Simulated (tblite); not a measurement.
Species: C5H4F2.
Atom-mapped SMILES: `[CH:1]#[C:2][C:3](=[CH2:4])[CH:5]([F:6])[F:7]` (hydrogens: H8 on C1; H9, H10 on C4; H11 on C5)

Computed with GFN2-xTB (tblite), gas phase: Langevin dynamics at 300 K from the optimised GFN2-xTB geometry, time step 0.5 fs, friction 0.01 fs⁻¹, 2000 steps. The instantaneous temperature is 2·E(kin)/(3Nk) with all 3N coordinates.

```csv
t (fs),T (K),E(pot) above start (eV),C1≡C2 (Å),C2–C3 (Å),C3=C4 (Å),C3–C5 (Å),C5–F6 (Å),C1–H8 (Å),C2–C3–C5–F6 (°)
0,263,0.000,1.200,1.416,1.330,1.513,1.353,1.049,-168
25,152,0.286,1.189,1.446,1.314,1.485,1.369,1.027,-162
50,282,0.307,1.217,1.454,1.340,1.485,1.406,1.083,-165
75,223,0.293,1.205,1.413,1.342,1.499,1.354,1.025,180
100,195,0.238,1.205,1.438,1.343,1.502,1.337,1.080,-170
125,208,0.234,1.202,1.440,1.336,1.482,1.344,1.020,-165
150,278,0.215,1.200,1.391,1.317,1.539,1.350,1.078,-166
175,263,0.354,1.209,1.385,1.321,1.557,1.417,1.034,-170
200,173,0.448,1.192,1.434,1.358,1.494,1.346,1.058,-171
225,272,0.237,1.192,1.415,1.349,1.529,1.321,1.050,-159
250,294,0.329,1.220,1.412,1.302,1.569,1.326,1.065,-162
275,316,0.242,1.203,1.464,1.307,1.473,1.408,1.049,-161
300,328,0.316,1.196,1.409,1.373,1.469,1.348,1.055,-157
325,242,0.469,1.218,1.395,1.383,1.510,1.337,1.049,-143
350,471,0.254,1.205,1.445,1.316,1.530,1.383,1.083,-140
375,349,0.558,1.203,1.440,1.284,1.466,1.410,1.032,-142
400,571,0.301,1.188,1.455,1.354,1.516,1.351,1.069,-134
425,428,0.576,1.213,1.385,1.380,1.500,1.306,1.045,-129
450,546,0.322,1.216,1.460,1.340,1.498,1.355,1.081,-118
475,482,0.499,1.209,1.458,1.285,1.488,1.410,1.041,-125
500,421,0.499,1.207,1.394,1.328,1.517,1.360,1.093,-129
525,472,0.377,1.196,1.420,1.393,1.496,1.352,1.047,-115
550,366,0.400,1.217,1.423,1.379,1.517,1.347,1.054,-105
575,418,0.224,1.196,1.406,1.322,1.533,1.386,1.058,-115
600,216,0.456,1.195,1.431,1.317,1.552,1.333,1.039,-121
625,338,0.273,1.209,1.410,1.331,1.494,1.349,1.085,-106
650,324,0.430,1.209,1.384,1.335,1.512,1.375,1.028,-111
675,392,0.394,1.195,1.475,1.339,1.558,1.390,1.061,-126
700,274,0.488,1.219,1.445,1.307,1.475,1.329,1.032,-143
725,220,0.368,1.205,1.439,1.312,1.449,1.340,1.077,-146
750,331,0.389,1.219,1.451,1.375,1.508,1.438,1.043,-148
775,430,0.281,1.204,1.408,1.347,1.475,1.393,1.063,-150
800,365,0.424,1.185,1.422,1.321,1.522,1.295,1.039,-161
825,388,0.384,1.217,1.435,1.312,1.532,1.354,1.068,-162
850,401,0.338,1.227,1.414,1.343,1.458,1.420,1.052,-160
875,298,0.616,1.193,1.441,1.357,1.477,1.420,1.051,-154
900,377,0.261,1.195,1.411,1.325,1.468,1.368,1.040,-159
925,245,0.448,1.228,1.441,1.308,1.521,1.329,1.050,-168
950,416,0.313,1.200,1.445,1.335,1.472,1.331,1.073,-163
975,281,0.371,1.172,1.407,1.338,1.478,1.354,1.007,-161
1000,348,0.338,1.214,1.402,1.338,1.570,1.380,1.084,-167
```

**Question.** From 500 fs on, how do temperature and potential energy compare with equipartition?

**Answer.** The mean temperature of these 21 frames is 349 K against the target 300 K, and the mean potential energy 0.38 eV against 27 × kT/2 = 0.35 eV for 27 classical harmonic modes. For 11 atoms in a canonical ensemble the temperature itself scatters by T·√(2/(3N)) = 74 K; here its standard deviation is 70 K. The whole run lasts only 10 friction times of 100 fs, so these averages carry a wide statistical error.

**Question.** What are the kinetic and total energies of the listed frame with the highest potential energy?

**Answer.** The one at 875 fs, 0.616 eV above the start. Its kinetic energy is 3NkT/2 = 0.424 eV at 298 K, so the sum is 1.04 eV; over the listed frames the sum runs from 0.37 to 1.19 eV, since the thermostat adds and removes energy.

**Question.** How much do the listed bonds fluctuate from 500 fs on?

**Answer.** 
| bond | at the start (Å) | mean (Å) | standard deviation (Å) |
| --- | --- | --- | --- |
| C1≡C2 | 1.200 | 1.205 | 0.014 |
| C2–C3 | 1.416 | 1.424 | 0.021 |
| C3=C4 | 1.330 | 1.336 | 0.023 |
| C3–C5 | 1.513 | 1.504 | 0.033 |
| C5–F6 | 1.353 | 1.364 | 0.034 |
| C1–H8 | 1.049 | 1.055 | 0.021 |

The motion is classical and holds no zero-point motion.

What follows is the cost of the whole dynamics run. The run took 18 s wall on an Intel Xeon at 2.50 GHz with one thread, shared host, and the process peaked at 0.18 GiB of memory.
